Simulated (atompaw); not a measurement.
# Scattering properties, PAW (atompaw) potential for vanadium

| Property | Result |
| --- | --- |
| Element | V |
| Generator | atompaw 4.2.0.5 |
| Type | PAW |
| Functional | PBE |
| Relativity | scalar-relativistic |
| Frozen core | [Ne] |
| Valence charge | 13 |
| Reference configuration | 3s2 3p6 3d3 4s1 4p1 |
| Partial waves | 3s (bound): rc 1.45 bohr; 4s (bound): rc 2.50 bohr; 3p (bound): rc 1.45 bohr; 4p (bound): rc 2.05 bohr; 3d (bound): rc 2.50 bohr; 3d channel at 3.5 Ry: rc 2.50 bohr |
| Local potential | ultrasoft scheme with l = 3 at 0 Ry, radius 2.10 bohr |
| Core correction | smooth core density matched at 2.45 bohr |
| Augmentation charge | sinc compensation charge, radius 2.40 bohr; PAW radius 2.50 bohr; waves and projectors: custom rrkj gramschmidtortho |

The phase is arctan(r·u′/u) with u = r·R(r), unwrapped; energies in Ry, scanned from -7 to 5 Ry. A pole is an energy at which the radial function vanishes at the test radius. The pseudo phase is shifted by a multiple of π to meet the all-electron one at the reference energy, and phase errors are pseudo minus all-electron; the curves can meet again beyond the range given. Levels narrower than the energy grid can be missing from the lists of poles.

Q: For each channel, where are the poles, and over which energies does the pseudopotential scatter like the atom?

A:

| channel | radius (bohr) | reference energy (Ry) | poles, all-electron | poles, pseudo | unbroken range about the reference energy with phases within 0.05 rad | phase error 1 Ry above the reference energy (rad) |
| --- | --- | --- | --- | --- | --- | --- |
| s | 2.51 | -0.41 | -5.24, 2.33 | -5.24, 1.99 | below 2.4 | -0.017 |
| p | 2.51 | -0.15 | -3.29, 3.31 | -3.29, 3.22 | the whole range | -0.004 |
| d | 2.51 | -0.48 | -0.22, 4.78 | -0.21, 4.89 | below 1.2 | +0.022 |

Phases in the p channel:

```
E (Ry)  all-electron  pseudo
 -7.00         1.411   1.411
 -6.76         1.408   1.408
 -6.52         1.404   1.404
 -6.28         1.401   1.400
 -6.04         1.396   1.396
 -5.80         1.392   1.392
 -5.56         1.387   1.387
 -5.32         1.382   1.381
 -5.08         1.375   1.375
 -4.84         1.368   1.368
 -4.60         1.360   1.360
 -4.36         1.350   1.350
 -4.12         1.336   1.336
 -3.88         1.314   1.314
 -3.64         1.262   1.262
 -3.40         0.262   0.261
 -3.16        -1.704  -1.705
 -2.92        -1.766  -1.767
 -2.68        -1.795  -1.795
 -2.44        -1.816  -1.817
 -2.20        -1.837  -1.837
 -1.96        -1.858  -1.858
 -1.72        -1.882  -1.882
 -1.48        -1.910  -1.910
 -1.24        -1.944  -1.944
 -1.00        -1.987  -1.987
 -0.76        -2.043  -2.043
 -0.52        -2.120  -2.120
 -0.28        -2.232  -2.232
 -0.04        -2.404  -2.404
  0.20        -2.683  -2.683
  0.44        -3.108  -3.110
  0.68        -3.594  -3.597
  0.92        -3.966  -3.970
  1.16        -4.200  -4.204
  1.40        -4.347  -4.351
  1.64        -4.445  -4.449
  1.88        -4.514  -4.519
  2.12        -4.566  -4.571
  2.36        -4.606  -4.612
  2.60        -4.640  -4.645
  2.84        -4.668  -4.674
  3.08        -4.692  -4.699
  3.32        -4.713  -4.722
  3.56        -4.734  -4.743
  3.80        -4.752  -4.763
  4.04        -4.771  -4.783
  4.28        -4.789  -4.804
  4.52        -4.808  -4.826
  4.76        -4.827  -4.849
  5.00        -4.848  -4.876
```
